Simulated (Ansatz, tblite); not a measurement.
Removing and adding an electron: (F2B-mu-H)2 (B2H2F4). Total charge 0; singlet. Geometry: PBE0-D4/def2-SVP. Ansatz, gas phase; energy differences of separate SCF runs; the oxidised species was run as a doublet alone; the reduced species was run as a doublet alone.

```xyz
8

B    -0.006    0.852    0.295
F     0.580    1.801   -0.427
F    -0.600    1.145    1.447
H    -0.877    0.165   -0.494
B     0.006   -0.852   -0.295
F     0.600   -1.145   -1.447
F    -0.580   -1.801    0.427
H     0.877   -0.165    0.494
```

The xTB rows come from tblite.

Problem. Estimate orbital energies and vertical ionisation energies and electron affinities at: GFN1-xTB; GFN2-xTB; PBE-D4/def2-TZVP; PBE-D4/def2-TZVPD; r2SCAN-D4/def2-TZVP; r2SCAN-D4/def2-TZVPD; PBE0-D4/def2-TZVP; PBE0-D4/def2-TZVPD.

Solution. 
```
               level  −HOMO (eV)  vertical IE (eV)  −LUMO (eV)  vertical EA (eV)  HOMO–LUMO gap (eV)  IE − EA (eV)                       remarks
            GFN1-xTB       13.45             17.10        5.55              1.60                7.90         15.50                             –
            GFN2-xTB       13.04             16.38        6.31              2.25                6.74         14.13                             –
    PBE-D4/def2-TZVP        8.78             12.28        0.97                 –                7.81             –                             –
   PBE-D4/def2-TZVPD        8.82                 –        1.30             -0.33                7.52             –  HOMO above zero (-1 doublet)
 r2SCAN-D4/def2-TZVP        9.21             12.59        0.48                 –                8.73             –                             –
r2SCAN-D4/def2-TZVPD        9.23                 –        0.76             -0.47                8.47             –  HOMO above zero (-1 doublet)
   PBE0-D4/def2-TZVP       10.44             12.95        0.16                 –               10.29             –                             –
  PBE0-D4/def2-TZVPD       10.47                 –        0.62             -0.43                9.85             –  HOMO above zero (-1 doublet)
```

   A HOMO above zero means that the electron is unbound at that level or that self-interaction error raises the level; the energy of removing that electron tells which. Raw xTB energy differences between charge states are shifted by several eV; the methods need an empirical correction for them. A negative affinity means that the extra electron isn't bound; its size then hangs on the basis.
